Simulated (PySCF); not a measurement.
B3LYP has the VWN-RPA correlation part, as in Gaussian. 

Z-matrix (Å, degrees):
```
N
H 1 1.0144
H 1 1.0144 2 108.30
H 1 1.0144 2 108.29 3 117.22
Ga 1 2.1803 2 110.65 4 121.42
H 5 1.5818 1 98.02 2 57.77
H 5 1.5819 6 118.08 1 103.63
H 5 1.5820 6 118.08 7 152.78
```
Charge 0, multiplicity 1.

Question: Give the LUMO, dipole moment and HOMO–LUMO gap at the level B3LYP-D3(BJ)/def2-TZVP run with PySCF.

Answer: 
* **LUMO**: -0.59 eV
* **dipole moment**: 4.99 D
* **HOMO–LUMO gap**: 6.72 eV
